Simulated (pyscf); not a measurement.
F–W(F)(F)(F)(Cl)–SeH, singlet

Gas-phase minimum from PySCF at ωB97X-D3(BJ)/def2-SVP, one conformer. 

```
W
F 1 1.8464
F 1 1.8465 2 158.00
F 1 1.8522 2 84.27 3 59.10
F 1 1.8702 2 83.96 4 -117.05
Cl 1 2.2955 2 98.74 4 160.88
Se 1 2.4552 2 98.43 4 82.79
H 7 1.4711 1 95.89 2 -82.75
```
Charge 0, spin multiplicity 1.

Properties at ωB97X-D3(BJ)/def2-SVP:

```
Property                                                                                                                                                                                                     Result
---------------------------------------------------------------------------------------------------------------------  --------------------------------------------------------------------------------------------
Harmonic wavenumbers, unscaled                                                                                         63, 89, 171, 177, 210, 240, 250, 288, 294, 333, 398, 424, 652, 697, 723, 724, 742, 2481 cm⁻¹
Zero-point energy                                                                                                                                                                                     12.8 kcal/mol
Rotational symmetry number                                                                                                                                                                                        1
Entropy of this conformer at 298 K and 1 atm, rigid rotor and harmonic oscillator, modes under 100 cm⁻¹ raised to 100                                                                               413.5 J/(mol K)
Dipole moment                                                                                                                                                                                                1.89 D
```

Single-point totals, which compare only within one level:

```tsv
level	total energy (hartree)
ωB97X-D3(BJ)/def2-TZVP	-3329.25228
PBE/def2-TZVP	-3328.41593
r²SCAN/def2-TZVP	-3329.13094
B3LYP-D3(BJ)/def2-TZVP	-3329.35787
PBE0-D3(BJ)/def2-TZVP	-3328.44839
M06-2X/def2-TZVP	-3328.99341
ωB97M-D3(BJ)/def2-TZVP	-3329.33190
```

Soft torsions are taken as harmonic, which can shift the entropy by several J/(mol K). Elements up to Kr have no core potential and no relativistic terms here. Elements past Kr carry the def2 core potentials, without spin-orbit coupling.
